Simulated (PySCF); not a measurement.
TaF5, SMILES [F][Ta]([F])([F])([F])[F], multiplicity 1. Atoms are numbered in the order given.

```xyz
6

Ta     0.0000     0.0000     0.0000
F      0.0000     0.0000     1.8872
F      0.0000     0.0000    -1.8872
F     -1.8591     0.0000     0.0000
F      0.9296     1.6101     0.0000
F      0.9296    -1.6101     0.0000
```

Geometry: r2SCAN-D4/def2-SVP. The multiplicity is an assumed one; other spin states were not compared. The isomer is the one that the SMILES or the coordinates give; other isomers of the formula were not compared. The def2 effective core potentials stand for the cores of Ta; spin–orbit coupling is left out.

The numbers are results of M06-2X/def2-TZVP (PySCF), not measurements.

Symmetry labels are those of the subgroup C2v that the program uses (full group D3h).

### Question
List the valence orbital energies around the gap with their symmetry. (An estimate is asked for; the answer gives what the named calculation found.)

### Answer

```tsv
orbital	symmetry	energy (eV)
HOMO−7	A1	-15.52
HOMO−6	B1	-15.52
HOMO−5	B1	-15.52
HOMO−4	A1	-14.72
HOMO−3	B1	-14.72
HOMO−2	B2	-14.58
HOMO−1	A2	-14.45
HOMO	B2	-14.45
LUMO	A2	-1.76
LUMO+1	B2	-1.76
LUMO+2	B1	-0.98
LUMO+3	A1	-0.98
```
